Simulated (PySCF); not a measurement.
# Stationary points of IH₇

Computed with PySCF, PBE0, basis I def2-TZVP with ECP28, H def2-TZVP (scalar-relativistic core potentials, no spin–orbit coupling, density fitting).

Relaxations began from a few typed shapes. The search is not exhaustive: other isomers or separated fragments can lie lower, and high-lying points may rest on an excited occupation.

Question: Order these stationary points by electronic energy, lowest first, in kJ/mol from the lowest minimum.
A. singlet C3v: I–H 1.735 Å (×3), I–H 1.748 Å (×3), I–H 1.816 Å; H–I–H 73.7° (×3), H–I–H 79.7° (×6), H–I–H 81.8° (×3), H–I–H 112.4° (×3), H–I–H 130.9° (×3)
B. singlet D5h: I–H 1.698 Å (×2), I–H 1.769 Å (×5); H–I–H 72.0° (×5), H–I–H 90.0° (×10), H–I–H 144.0° (×5), H–I–H 180.0°

Answer: B (0.0), A (24.4).

Question: Which of them are minima?

Answer: By energy in kJ/mol, 0.0: minimum; 24.4: saddle point, 2 imaginary modes.

Counting electrons, iodine keeps none of its valence electrons outside its bonds, so the VSEPR class is AX7 and the expected shape is pentagonal bipyramidal (D5h), as computed.
